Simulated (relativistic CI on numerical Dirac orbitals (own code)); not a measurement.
## Mn+ in a cubic cluster: L2,3 absorption with charge transfer

Computed with a charge-transfer multiplet model of a cubic metal-ligand cluster with up to 3 ligand holes, Slater and spin-orbit integrals from Dirac-Coulomb-Breit ions, Slater integrals scaled by 0.8. The ground state mixes d6 with configurations of k ligand holes L, whose averages lie at kΔ + k(k − 1)U_dd/2; a core hole lowers each added d electron by U_cd. 300 K, Lorentzian 0.4 eV and Gaussian 0.3 eV FWHM.

Atomic integrals in eV (Slater integrals scaled, ζ unscaled), ground: F2dd 7.203, F4dd 4.433, zeta_d 0.031; with the core hole: F2dd 7.920, F4dd 4.884, zeta_d 0.046, zeta_core 6.798, F2cd 4.549, G1cd 3.306, G3cd 1.876.

Cluster parameters (eV): U_dd = 6.2, U_cd = 7.6, 10Dq = 1, 10Dq(ligand) = 0.3, V(eg) = 2.3, V(t2g) = -1.26, final-state hopping factor = 0.8.

```
      Case   n_d    d6   d7L  d8L2  d9L3     S
Δ = 1.6 eV  6.65  0.44  0.48  0.08  0.00  0.01
Δ = 4.6 eV  6.39  0.64  0.33  0.03  0.00  0.02
Δ = 5.6 eV  6.32  0.70  0.28  0.02  0.00  0.03
Δ = 6.6 eV  6.22  0.79  0.19  0.01  0.00  1.27
Δ = 7.6 eV  6.13  0.87  0.12  0.00  0.00  1.99
```

Weights, n_d and S are thermal averages at 300 K. Photon energies count from the first peak over 30 % of the highest in each spectrum, which can be another peak from case to case. The parameters are a model scan and need not match a compound or its usual spin state. Peaks in eV (height, largest 100):
- Δ = 1.6 eV: 0.0 (100), 1.4 (24), 2.9 (10), 10.1 (62), 11.0 (17)
- Δ = 4.6 eV: -1.4 (8), 0.0 (100), 1.3 (38), 2.4 (7), 10.1 (52)
- Δ = 5.6 eV: -1.4 (8), 0.0 (100), 1.3 (42), 2.4 (8), 10.1 (50)
- Δ = 6.6 eV: -1.4 (23), 0.0 (100), 1.3 (44), 10.2 (44), 12.8 (6)
- Δ = 7.6 eV: 0.0 (35), 1.2 (100), 2.2 (58), 3.5 (22), 10.7 (15), 11.8 (31), 14.3 (9)

For the case Δ = 4.6 eV, Δ = 4.6 eV is smaller than U_dd = 6.2 eV, the charge-transfer side of the Zaanen-Sawatzky-Allen scheme. With the core hole the configuration with one ligand hole lies at Δ + U_dd − U_cd = 0.2, 3.2, 4.2, 5.2, 6.2 eV from the one without, in the order of the table; where this is negative the screened configuration lies lower, though the effective hopping of about 3.5 eV (from the holes of the mixed ground state) mixes the two strongly wherever it is as large as the gap. The thermal average of S changes within this range, from 0.0 to 2.0; a value between half-integers is an average over states of different spin.
